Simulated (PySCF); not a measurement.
Positional isomers: benzothiophene boryl+vinyl. All species are isolated molecules in the gas phase. One relaxed conformer stands for each flexible species; it need not be the lowest. Strings in code marks are SMILES.

Method: PySCF with PBE-D3(BJ)/def2-TZVP // B3LYP-D3(BJ)/def2-SVP. All candidates: neutral, multiplicity 1. Delta-SCF ions had no search for a lower state. Excitations are Tamm–Dancoff values on a coarser integration grid. The basis has no diffuse functions, so Rydberg states are missing or too high.

```yaml
vertical ionisation energy (Delta-SCF): 7.83 eV
HOMO: -5.60 eV
S1 excitation (TDA): 3.16 eV
```

Say which member has these values.
(A) `Bc1c(C=C)ccc2sccc12`
(B) `Bc1cc2cc(C=C)ccc2s1`
(C) `Bc1cc(C=C)cc2ccsc12`
(D) `Bc1cc2c(C=C)cccc2s1`

A, `Bc1c(C=C)ccc2sccc12`. The others give `Bc1cc2c(C=C)cccc2s1`: 7.73 eV, -5.55 eV, 2.86 eV; `Bc1cc(C=C)cc2ccsc12`: 7.76 eV, -5.60 eV, 2.92 eV; `Bc1cc2cc(C=C)ccc2s1`: 7.78 eV, -5.62 eV, 2.85 eV
